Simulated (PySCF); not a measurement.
# CsBr: energy against distance

Set-up: Cs def2-SVP with ECP46, Br def2-SVP; scalar-relativistic core potentials (PySCF 2.14). Energies in eV from Cs + Br in their ground configurations at the same level. State: ¹Σ⁺ (singlet), closed shell.

All columns are PBEsol. A positive dipole means Cs(−)Br(+).

| R (Å) | E (eV) | μ (D) | Mulliken charge on Cs (basis-dependent) | HOMO (eV) | LUMO (eV) | Mayer bond order | ⟨S²⟩ |
| --- | --- | --- | --- | --- | --- | --- | --- |
| 2.700 | -3.519 | -7.94 | 0.48 | -4.67 | -1.37 | 0.95 | 0.00 |
| 2.825 | -3.865 | -8.66 | 0.50 | -4.67 | -1.44 | 0.93 | 0.00 |
| 2.951 | -4.039 | -9.33 | 0.52 | -4.59 | -1.51 | 0.90 | 0.00 |
| 3.045 | -4.091 | -9.81 | 0.53 | -4.45 | -1.57 | 0.88 | 0.00 |
| 3.139 | -4.095 | -10.29 | 0.54 | -4.32 | -1.63 | 0.86 | 0.00 |
| 3.233 | -4.063 | -10.75 | 0.55 | -4.20 | -1.68 | 0.83 | 0.00 |
| 3.359 | -3.983 | -11.35 | 0.57 | -4.05 | -1.76 | 0.81 | 0.00 |
| 3.516 | -3.846 | -12.07 | 0.58 | -3.87 | -1.85 | 0.78 | 0.00 |
| 3.704 | -3.653 | -12.92 | 0.60 | -3.68 | -1.96 | 0.75 | 0.00 |
| 3.955 | -3.381 | -13.99 | 0.61 | -3.46 | -2.10 | 0.72 | 0.00 |

A fit through these points gives, at Re = 3.099 Å, μ = -10.09 D and dμ/dR = -5.01 D/Å; the reduced mass is 49.52 u.

Problem. How strong is the fundamental in the double-harmonic approximation, I = 42.26·(dμ/dR)²/μred km/mol?

Solution. I = 42.26·(-5.01)²/49.52 = 21.4 km/mol at PBEsol.

Spin–orbit coupling is left out, which matters for elements this heavy, above all for dissociation energies.
